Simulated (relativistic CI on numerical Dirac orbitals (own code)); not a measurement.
Electric-dipole transitions in Te⁴⁸⁺

Computed by Dirac-Coulomb-Breit CI, orbitals from a KLI potential per configuration, model QED (radiative potential, 1s self-energy scaled to tabulated hydrogen-like ionisation energies), unscaled Slater integrals (own radial code, finite nucleus).

Configurations in the expansion (outside the closed core 1s2): 2s², 2s2p, 2p², 2p3s, 2p3p, 2s3s, 2s3p, 2s3d, 2s4s, 2s4p, 2s4d, 2s4f, 2s5s, 3s², 2s5p, 2s5d, 2s5f, 2s5g, 3s3p, 3p². Levels of other configurations are missing.

```
λ vac (Å)           Lower           Upper   A (s⁻¹)        gf  Branching (%)
   1.8669   2s2p ³P°1 [3]   2s4d ³D2 [42]  1.13e+14  2.94e-01           63.2
   1.9484   2s2p ³P°2 [5]   2s4d ³D3 [43]  1.28e+14  5.12e-01           75.9
   1.9664   2s2p ¹P°1 [6]   2s4d ¹D2 [44]  1.21e+14  3.51e-01           71.4
   2.4040   2s2p ³P°2 [5]   2p3p ³P2 [33]  5.79e+13  2.51e-01           43.0
   2.4114   2s2p ³P°0 [2]   2p3p ³P1 [25]  7.28e+13  1.90e-01           61.6
   2.4139   2s2p ³P°2 [5]   2p3p ³D3 [31]  1.13e+14  6.91e-01           99.4
   2.4150     2s² ¹S0 [1]  2s3p ¹P°1 [19]  1.21e+14  3.18e-01           84.6
   2.4207   2s2p ³P°1 [3]   2p3p ³D2 [26]  1.12e+14  4.91e-01           88.9
   2.4335   2s2p ¹P°1 [6]   2p3p ³P2 [33]  7.59e+13  3.37e-01           56.3
   2.4512   2s2p ³P°2 [5]   2p3p ³D2 [30]  7.63e+13  3.44e-01           50.8
   2.4523   2s2p ³P°2 [5]   2p3p ³P1 [29]  1.15e+14  3.11e-01           79.2
   2.4546   2s2p ³P°0 [2]   2s3d ³D1 [21]  6.98e+13  1.89e-01           57.4
   2.4643   2s2p ³P°0 [2]   2p3p ³D1 [18]  2.21e+14  6.04e-01           49.8
   2.4648     2s² ¹S0 [1]  2s3p ³P°1 [14]  9.30e+13  2.54e-01           97.7
   2.4668   2s2p ³P°1 [3]   2s3d ³D2 [20]  3.49e+14  1.59e+00           80.1
   2.4751   2s2p ³P°1 [3]   2p3p ³D1 [18]  2.11e+14  5.81e-01           47.5
   2.4818   2s2p ¹P°1 [6]   2p3p ³D2 [30]  7.31e+13  3.37e-01           48.7
   2.6043   2s2p ³P°2 [5]   2s3d ³D3 [23]  4.05e+14  2.88e+00          100.0
   2.6167   2s2p ³P°2 [5]   2s3d ³D2 [20]  8.60e+13  4.41e-01           19.7
   2.6318   2s2p ¹P°1 [6]   2s3d ¹D2 [24]  3.42e+14  1.78e+00           94.9
   5.1790  2s3p ³P°2 [17]   2s5d ³D3 [57]  2.01e+13  5.66e-01           23.0
   5.2313   2s3d ³D2 [20]  2s5f ³F°3 [60]  2.44e+13  7.00e-01           56.6
   5.2756   2s3d ³D3 [23]  2s5f ³F°4 [61]  2.70e+13  1.01e+00           63.5
   5.3029   2s3d ¹D2 [24]  2s5f ¹F°3 [62]  2.46e+13  7.26e-01           58.3
   7.0013   2s3s ³S1 [11]  2s4p ³P°2 [39]  1.55e+13  5.70e-01           85.1
   7.1571  2s3p ³P°1 [14]   2s4d ³D2 [42]  3.20e+13  1.23e+00           17.9
   7.1594  2s3p ³P°0 [13]   2s4d ³D1 [41]  2.24e+13  5.16e-01           12.5
   7.5050  2s3p ³P°2 [17]   2s4d ³D3 [43]  4.07e+13  2.40e+00           24.0
   7.5236   2p3p ³D1 [18]  2s4f ³F°2 [45]  2.47e+13  1.05e+00           29.9
   7.5480  2s3p ¹P°1 [19]   2s4d ¹D2 [44]  2.64e+13  1.13e+00           15.6
   7.5998   2s3d ³D2 [20]  2s4f ³F°3 [46]  7.15e+13  4.33e+00           86.8
   7.6154   2s3d ³D1 [21]  2s4f ³F°2 [45]  4.40e+13  1.91e+00           53.2
   7.6816   2s3d ³D3 [23]  2s4f ³F°4 [47]  8.04e+13  6.40e+00           98.8
   7.7380   2s3d ¹D2 [24]  2s4f ¹F°3 [48]  7.27e+13  4.57e+00           90.2
   15.594  2s4p ³P°1 [38]   2s5d ³D2 [56]  6.48e+12  1.18e+00            7.0
   16.251  2s4p ¹P°1 [40]   2s5d ¹D2 [58]  7.73e+12  1.53e+00            8.7
   16.255  2s4p ³P°2 [39]   2s5d ³D3 [57]  8.39e+12  2.33e+00            9.6
   16.398   2s4d ³D1 [41]  2s5f ³F°2 [59]  1.26e+13  2.54e+00           29.1
   16.427   2s4d ³D2 [42]  2s5f ³F°3 [60]  1.36e+13  3.84e+00           31.5
   16.585   2s4d ³D3 [43]  2s5f ³F°4 [61]  1.49e+13  5.53e+00           35.1
   16.668   2s4d ¹D2 [44]  2s5f ¹F°3 [62]  1.43e+13  4.17e+00           33.8
   16.708  2s4f ³F°2 [45]   2s5g ³G3 [64]  2.27e+13  6.65e+00           91.2
   16.714  2s4f ³F°3 [46]   2s5g ³G4 [63]  2.35e+13  8.86e+00           94.5
   16.791  2s4f ³F°4 [47]   2s5g ³G5 [65]  2.46e+13  1.14e+01           99.3
   16.810  2s4f ¹F°3 [48]   2s5g ¹G4 [66]  2.37e+13  9.03e+00           95.9
```

Terms are leading LS components. Brackets give the number of a level in order of energy, since labels repeat. The list gives strong lines, with weight on those to low levels, without lines whose two gauges differ by over a factor of 2.5, among the lowest 66 of 76 levels, so that lines to higher ones, which can be the strongest, are missing. Levels whose partners in the same complex of configurations lie outside the list can be far off, and so can their lines. Rates are taken at the computed energies, electric ones in the length gauge.

At this charge energies of transitions that change n are usually good to better than 1 %, and those within a shell (Δn = 0) to a few per cent.

LS names give the leading component of a level, which can be under half, so a name can repeat, a term be missing and a line seem to break the LS rules.
